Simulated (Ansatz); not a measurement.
This geometry of CH5BFN (9 atoms, charge 0, multiplicity 1) is a first-order saddle point.

Theory: RKS B3LYP/6-31G* (Ansatz 0.2.0).

```xyz
9
Properties=species:S:1:pos:R:3
C -0.399 0.974 -0.561
B 0.239 -0.447 -0.284
N 0.379 -0.985 1.007
F 0.680 -1.200 -1.315
H -0.419 1.202 -1.632
H 0.162 1.774 -0.060
H -1.429 1.033 -0.188
H 0.794 -1.891 1.173
H 0.082 -0.505 1.843
```

(1) Which two structures does it join? (They come from a converged band through this point; their orientation in space is the band's.)

(2) How far does it lie above each of them?

Results:

(1) No bond is made or broken. The dihedral H7–C1–B2–F4 goes from 57 to 179°. The two ends are copies of one structure, up to a mirror image or an exchange of like atoms.

First end point:

```xyz
9
Properties=species:S:1:pos:R:3
C -0.430 0.967 -0.542
B 0.097 -0.492 -0.259
N 0.549 -0.929 0.996
F 0.122 -1.388 -1.271
H 0.180 1.453 -1.315
H -0.430 1.615 0.341
H -1.454 0.937 -0.937
H 0.883 -1.870 1.155
H 0.570 -0.338 1.813
```

Last end point:

```xyz
9
Properties=species:S:1:pos:R:3
C -0.418 0.972 -0.542
B 0.326 -0.388 -0.254
N 0.323 -1.032 0.993
F 1.014 -0.983 -1.255
H -1.136 0.853 -1.364
H 0.296 1.739 -0.871
H -0.960 1.370 0.323
H 0.805 -1.906 1.155
H -0.163 -0.670 1.800
```

(2) 3.3 kJ/mol above the first and 3.3 kJ/mol above the second. This is the barrier of this one path; another mechanism may lie lower.

Run time: 3.5 min on 1 thread of Intel(R) Xeon(R) Processor @ 2.50GHz (Skylake/Cascade Lake), on a shared host, peak memory 0.14 GiB.
